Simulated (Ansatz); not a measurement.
**SiH3I (SMILES [SiH3]I): methods side by side**

SiH3I: 5 atoms, total charge 0, spin state singlet. As SMILES, `[SiH3]I`. The coordinates come from a PBE0-D4/def2-TZVP relaxation.

```xyz
5

Si   -0.1656    0.0693   -0.0773
I     1.9077   -0.9233    0.7378
H    -1.1444    0.0890    1.0339
H    -0.6713   -0.7557   -1.1984
H     0.1235    1.4470   -0.5373
```

Quantity: the energy change with the Si1–H5 bond stretched from 1.481 to 3.702 Å, in eV. The values are calculated.

```tsv
level	kind	program	value (eV)	CPU time (all runs)
HF/STO-3G (restricted)	Hartree–Fock	Ansatz	9.97	1.4 s
SVWN5/STO-3G (restricted)	LDA	Ansatz	6.89	3.7 s
PBE/STO-3G (restricted)	GGA	Ansatz	6.61	4.6 s
r2SCAN/STO-3G (restricted)	meta-GGA	Ansatz	7.04	13 s
B3LYP/STO-3G (restricted)	global hybrid	Ansatz	7.23	4.5 s
CAM-B3LYP/STO-3G (restricted)	range-separated hybrid	Ansatz	8.11	5 s
wB97M-V/STO-3G (restricted)	range-separated hybrid	Ansatz	8.27	57 s
B2PLYP/STO-3G (restricted)	double hybrid	Ansatz	6.62	7.2 s
RPA@PBE/STO-3G (restricted)	RPA	Ansatz	5.86	8 s
CCSD/STO-3G (restricted)	coupled cluster or CI	Ansatz	4.98	1.4 s
```

All-electron rows without a relativistic Hamiltonian named are non-relativistic. The first shape isn't each level's own minimum. The values span 4.98 to 9.97 eV. All rows use very small basis sets, so none should be taken for the real molecule's value. In the correlated wave-function rows the outer d shell of I is correlated, in sets not made for it. In so small a basis fixed costs decide the times, and correlated methods can beat functionals. CPU times are rough (shared hosts, several kinds of processor and program).
